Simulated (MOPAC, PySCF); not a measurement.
H₂GeS, SMILES `[S]=[GeH2]`, neutral singlet in the gas phase. 

Cartesian coordinates (Å):
SMILES: [S]=[GeH2]
```xyz
4

S      1.9309     0.0402     0.5793
Ge    -0.0704    -0.0015     0.2857
H     -0.8525     1.0482    -0.5218
H     -1.0080    -1.0869     0.8409
```
Charge 0, spin multiplicity 1.

All levels are single points at this geometry (r2SCAN-D4/def2-TZVP); Pople sets use spherical d functions. Orbital energies aren't observables, and empty levels follow the basis.

```csv
level,HOMO (eV),LUMO (eV),gap (eV),dipole (D),"vertical IE, Delta-SCF (eV)"
PBE-D3(BJ)/def2-TZVP in PySCF,-5.80,-3.46,2.34,2.71,9.14
r2SCAN-D4/def2-TZVP in PySCF,-6.06,-3.38,2.68,2.88,9.15
B3LYP/3-21G in PySCF,-6.73,-2.87,3.86,3.39,–
B3LYP/6-311+G** (LANL2DZ on Ge) in PySCF,-6.82,-2.99,3.83,3.08,–
B3LYP/6-31G* in PySCF,-6.65,-2.83,3.81,3.03,9.17
B3LYP/LANL2DZ in PySCF,-6.84,-2.99,3.85,3.32,–
M06-2X/6-31G* in PySCF,-7.99,-1.74,6.25,3.46,–
PBE/6-31G* in PySCF,-5.73,-3.41,2.32,2.87,9.15
SVWN5/6-31G* in PySCF,-5.81,-3.60,2.21,2.84,9.33
HF/6-31G* in PySCF,-9.54,0.32,9.86,4.02,7.96
HF/STO-3G in PySCF,-6.05,4.88,10.93,2.01,–
AM1 in MOPAC,-9.10,-2.70,6.40,4.10,–
PM6 in MOPAC,-8.89,-1.97,6.93,3.90,–
```
